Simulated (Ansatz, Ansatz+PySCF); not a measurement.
```yaml
atoms:
  - { symbol: C, position_ang: [0.0000, 0.0000, 0.0000] }
  - { symbol: C, position_ang: [0.0000, 0.0000, 1.5200] }
  - { symbol: O, position_ang: [0.0000, 1.3600, -0.4419] }
  - { symbol: H, position_ang: [-0.8818, -0.5183, -0.3766] }
  - { symbol: H, position_ang: [0.8818, -0.5183, -0.3766] }
  - { symbol: H, position_ang: [0.0000, -1.0275, 1.8839] }
  - { symbol: H, position_ang: [0.8898, 0.5137, 1.8839] }
  - { symbol: H, position_ang: [-0.8898, 0.5137, 1.8839] }
  - { symbol: H, position_ang: [0.0000, 1.3853, -1.4066] }
```

Basis set: def2-SVP (spherical functions). Left uncorrelated: 3 orbitals. Charge 0, multiplicity 1.

Computed with Ansatz (development build ahead of 0.2.0); each method stands on the lowest determinant of its kind that the runs found. Restricted open shells among the atoms or ions are ROHF, correlated in semicanonical orbitals with singles.

The atomization energy at this shape (free ground-state atoms in the same class of orbitals less the molecule, no zero-point energy) of singlet C2H6O:

```csv
method,atomization energy
RHF-MP2,33.70 eV
```

Q: What does RHF give?

A: 26.48 eV.
